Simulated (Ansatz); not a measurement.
Consider the substitution at a C–N bond: `FCN[SiH2][SiH3]` + `CB(O)O` → `CB(O)OCF` + `N[SiH2][SiH3]`.

Program: Ansatz. Geometries: PBE0-D4/def2-TZVP. ΔE: electronic, gas phase. CCSD(T)/CBS adds triple-zeta CCSD(T) − MP2 to the extrapolated MP2 energy (def2 sets, frozen cores). This one scheme is used for every species. Functionals use def2-TZVPP. B3LYP here is the variant with VWN-RPA as its local correlation; programs differ in this. Each species was taken in one conformer, which may not be the lowest.

`FCN[SiH2][SiH3]`:

```xyz
13

F     1.486   -1.362    0.860
C     0.325   -1.921    0.301
N    -0.790   -1.078    0.413
Si   -0.963    0.366   -0.550
Si    0.643    2.022   -0.120
H     0.165   -2.866    0.826
H     0.558   -2.109   -0.751
H    -1.195   -1.065    1.337
H    -2.326    0.890   -0.266
H    -0.873   -0.052   -1.977
H     0.311    3.264   -0.873
H     1.995    1.563   -0.533
H     0.665    2.346    1.333
```

`CB(O)O`:

Cartesian coordinates in Å:
```
C 1.133 -0.112 0.497
B -0.303 0.039 -0.110
O -1.174 -1.012 0.006
O -0.623 1.207 -0.749
H 1.143 -0.783 1.358
H 1.801 -0.547 -0.254
H 1.559 0.851 0.783
H -2.033 -0.886 -0.404
H -1.503 1.245 -1.128
```

`CB(O)OCF`:

Cartesian coordinates in Å:
```
C -1.314 -0.660 0.065
B 0.132 -0.678 -0.534
O 0.530 -1.704 -1.328
O 1.068 0.319 -0.323
C 0.825 1.374 0.524
F 1.037 0.991 1.827
H -1.848 -1.580 -0.175
H -1.298 -0.542 1.152
H -1.898 0.177 -0.333
H 1.439 -1.598 -1.626
H 1.536 2.171 0.295
H -0.208 1.730 0.456
```

`N[SiH2][SiH3]`:

```xyz
10

N    -0.009    1.354    1.171
Si   -0.836    0.209    0.180
Si    0.750   -1.017   -1.028
H     0.746    1.046    1.762
H    -0.529    2.093    1.616
H    -1.722    0.974   -0.739
H    -1.716   -0.759    0.908
H     1.742   -1.627   -0.098
H     1.487   -0.155   -1.990
H     0.087   -2.117   -1.782
```

(1) Is it downhill or uphill in electronic energy at CCSD(T)/CBS, and by how much? (Estimate.)

(2) What do these levels give: PBE0-D4, B3LYP-D4, B2PLYP, PBE0, CCSD(T)/def2-TZVPP, CCSD/CBS(def2)? (Estimate.)

Largest T1 diagnostic among the species: 0.012.

Answers

(1) Computed: Uphill: ΔE = +8.8 kJ/mol.

(2) The calculation gave: PBE0-D4 9.7, B3LYP-D4 9.4, B2PLYP 8.3, PBE0 8.9, CCSD(T)/def2-TZVPP 7.5, CCSD/CBS(def2) 7.7 kJ/mol.

In def2-TZVPP, CCSD(T) changes the Hartree–Fock value by +8.4 kJ/mol (the triples alone add +1.1 kJ/mol) and MP2 by +11.1 kJ/mol.
